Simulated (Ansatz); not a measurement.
Geometry optimisation, Ansatz 0.2.0, RKS PBE/def2-SVP.

input.yaml

```yaml
crystal:
  periodic: [false, false, false]
  atoms:
    - { symbol: Ga, position_ang: [0.0, 0.0, 0.0] }
    - { symbol: "N", position_ang: [0.0, 0.0, 2.28] }
    - { symbol: H, position_ang: [-0.877, -0.2713, 2.81] }
    - { symbol: H, position_ang: [0.877, 0.2713, 2.81] }
    - { symbol: H, position_ang: [1.3596, 0.0, -0.785] }
    - { symbol: O, position_ang: [-1.5501, 0.0, -0.895] }
    - { symbol: H, position_ang: [-2.0598, -0.8467, -0.6865] }
    - { symbol: Cl, position_ang: [-0.3177, 2.3894, 0.8009] }
    - { symbol: H, position_ang: [-0.1707, 1.2836, 2.0133] }
basis:
  gaussian: { orbitals: def2-SVP }
hamiltonian:
  xc: pbe
relax:
  f_tol: 0.15
  max_steps: 25
  restrain:
    - { distance: [0, 7], at: 3.44, k: 30.0 }
    - { distance: [8, 1], at: 2.26, k: 30.0 }
    - { distance: [0, 1], at: 1.93, k: 30.0 }
    - { distance: [8, 7], at: 1.37, k: 30.0 }
```

Run as:

```bash
$ ansatz run input.yaml --threads 2 --pin off --max-ram 3072MiB --backend cpu --events-out ev --progress --plain --runs-dir out
```

Q: Where does it end, and by what steps?

A: It converged. The restraints hold the end off the free minimum. After 8 steps the energy has fallen by 0.301 eV (the restraints' own energy left out); H9 moved furthest, 0.83 Å. Parted: Ga1–Cl8 (2.54 → 3.44 Å).

```json
{"step": "0", "energy less start (eV)": "0.0000", "largest force component (eV/Å)": "2.440", "accepted": "yes"}
{"step": "1", "energy less start (eV)": "0.5804", "largest force component (eV/Å)": "1.755", "accepted": "yes"}
{"step": "2", "energy less start (eV)": "0.7112", "largest force component (eV/Å)": "1.715", "accepted": "yes"}
{"step": "3", "energy less start (eV)": "0.3316", "largest force component (eV/Å)": "1.509", "accepted": "yes"}
{"step": "4", "energy less start (eV)": "-0.0149", "largest force component (eV/Å)": "0.953", "accepted": "yes"}
{"step": "5", "energy less start (eV)": "-0.1691", "largest force component (eV/Å)": "0.850", "accepted": "yes"}
{"step": "6", "energy less start (eV)": "-0.2576", "largest force component (eV/Å)": "0.849", "accepted": "yes"}
{"step": "7", "energy less start (eV)": "-0.2964", "largest force component (eV/Å)": "0.731", "accepted": "yes"}
{"step": "8", "energy less start (eV)": "-0.3010", "largest force component (eV/Å)": "0.728", "accepted": "yes"}
```

```xyz
9
Properties=species:S:1:pos:R:3
Ga 0.110 -0.183 0.141
N -0.045 -0.152 2.040
H -0.856 -0.576 2.503
H 0.799 -0.350 2.585
H 1.471 0.038 -0.584
O -1.381 -0.495 -0.814
H -2.167 -0.642 -0.260
Cl -0.343 3.126 0.958
H -0.327 2.060 1.780
```

Time of the run: 20 s on 2 threads of Intel(R) Xeon(R) Platinum 8259CL CPU @ 2.50GHz (Skylake/Cascade Lake), with other jobs on the host, peak memory 0.17 GiB.
